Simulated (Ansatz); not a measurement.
A rate constant, worked out

An elementary step of GaH2Br, closed shell (GaH₂Br ([GaH2][Br]) → GaH + HBr; Ga–Br, Ga–H broken or loosened, Br–H formed or tightened). The start structure is the reactant molecule, and the electronic barrier above it is 2.371 eV by CCSD(T) at an estimated basis limit (MP2 extrapolated from triple and quadruple zeta, plus CCSD(T) − MP2 in triple zeta). Computed with Ansatz 0.2.0 (basis: def2-TZVPP and def2-QZVPP); correlated methods freeze the cores. Filled d shells of the heavier atoms are correlated. The def2 sets are not built for correlating such inner shells, so the correlated values are less sure here. Extrapolation: Hartree–Fock as exp(−7.88 √X), correlation as X^−2.97. Harmonic wavenumbers at PBE0-D4/def2-TZVP (Ansatz 0.2.0), in cm⁻¹:

Start: 304, 480, 606, 727, 2015, 2028.

Saddle: 632i, 191, 508, 553, 1416, 1865.

(1) Work out the transition-state-theory rate constant at 800 K from these numbers alone (harmonic vibrations; rotation, path degeneracy and anharmonicity left out), and the Wigner tunnelling factor. Use 1 cm⁻¹ = 1.2398 × 10⁻⁴ eV and k_B = 8.617 × 10⁻⁵ eV/K.

No T1 diagnostic of these runs exceeds 0.013. The restricted Hartree–Fock reference is unstable towards an unrestricted one at one or more of these structures.

## Answers

(1) Zero-point energies, half the sums: start 6160/2 cm⁻¹ = 0.3819 eV; saddle, real modes only, 4533/2 cm⁻¹ = 0.2810 eV.
Barrier with zero-point energy: 2.371 + 0.2810 − 0.3819 = 2.2701 eV.
k_BT = 0.06894 eV, so the barrier is 32.93 k_BT.
Vibrational partition functions from the zero-point level, ln q = −Σ ln(1 − exp(−hν/k_BT)): start 2.191, saddle 2.327.
k = (k_BT/h) exp(ln q‡ − ln q) exp(−E0/k_BT), with log₁₀(k_BT/h in s⁻¹) = 13.22: log₁₀ k = 13.22 + (0.136 − 32.93)/2.3026 = -1.02, so k ≈ 9.5 × 10^(-2) s⁻¹.
Wigner factor: 1 + (hν‡/k_BT)²/24 = 1 + (1.14)²/24 = 1.05. A change of 1 kcal/mol (0.043 eV) in the barrier would change k by a factor of 1.9 at this temperature.

Labels in which every atom is bracketed show which atoms are joined, not bond orders.

For scale, one of the runs: CCSD(T)/def2-TZVPP, 124 basis functions, launched by `ansatz run in.yaml --threads 2 --pin off --events-out ev --progress --plain --max-ram 4352MiB`. Hardware: 2 CPU threads of an Arm Neoverse V2, shared host. Wall time about 11 s.
